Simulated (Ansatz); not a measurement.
Abridged output of a molecular run in Ansatz:

```
Functional definition: HF
1010 factors; integrals over basis functions are off by at most 1.3e-3 eV
mean field evaluation 1: about -103233.4619 eV, gradient 3.3e1 eV
mean field evaluation 2: about -103233.5243 eV, gradient 3.3e1 eV
mean field evaluation 4: about -103236.6831 eV, gradient 4.2e0 eV
mean field evaluation 8: about -103236.7775 eV, gradient 5.9e-1 eV
mean field evaluation 16: about -103236.7828 eV, gradient 3.4e-6 eV
mean field -103236.78281608 eV, -3793.8817920863 hartree, gradient 3.4e-6 eV, S^2 0.000000; 2 other end points of the search recorded, 0 dependent functions left out; unrestricted orbitals would lower it
20 core orbitals not correlated: weight in the atoms' cores, before any rotation towards them, 1.000 or more for the frozen orbitals, at most 0.000 for the correlated occupied ones
reference -103236.78281608 eV, -3793.8817920863 hartree; 18, 18 occupied and 63, 63 virtual orbitals, 1010 factors
second order -22.17052685 eV of doubles, -0.00000000 eV of singles
cycle   1  -20.63652420 eV  change     1.5e0 eV  update   1.7e-1
cycle   2  -21.47980776 eV  change   -8.4e-1 eV  update   6.9e-2
cycle   3  -21.71394369 eV  change   -2.3e-1 eV  update   3.9e-2
cycle   4  -21.68364671 eV  change    3.0e-2 eV  update   1.5e-2
cycle   5  -21.68367823 eV  change   -3.2e-5 eV  update   8.5e-3
cycle   6  -21.68797357 eV  change   -4.3e-3 eV  update   2.9e-3
cycle   7  -21.68755596 eV  change    4.2e-4 eV  update   1.3e-3
cycle   8  -21.68690013 eV  change    6.6e-4 eV  update   4.1e-4
cycle   9  -21.68693741 eV  change   -3.7e-5 eV  update   1.6e-4
cycle  10  -21.68695273 eV  change   -1.5e-5 eV  update   6.7e-5
cycle  11  -21.68689939 eV  change    5.3e-5 eV  update   2.8e-5
cycle  12  -21.68692676 eV  change   -2.7e-5 eV  update   1.2e-5
perturbative correction -0.97233623 eV, -0.0357326974 hartree
Total energy: -103259.44207907 eV, -3794.7145046422 hartree
```

Its atoms:

Cartesian coordinates in Å:
```
C -1.0411 0.3747 -0.6539
N -0.0313 0.7931 -0.0748
Ga 1.1835 -0.5480 0.7514
Zn -0.7860 -1.6984 -0.3553
H -1.7842 1.0122 -1.1460
H 2.4590 0.0664 1.4786
```

Q: Which basis set was used?
A. cc-pV(T+d)Z
B. def2-SVP
C. def2-SVPD
D. cc-pV(Q+d)Z

A: B. It gives 101 functions.

Q: Write the keys of the input that set method, charge and spin (a neutral closed shell needs none for the last two).

A: 
```yaml
correlation: {method: ccsd_t, frozen_orbitals: {C: 1, Ga: 9, H: 0, "N": 1, Zn: 9}}
```
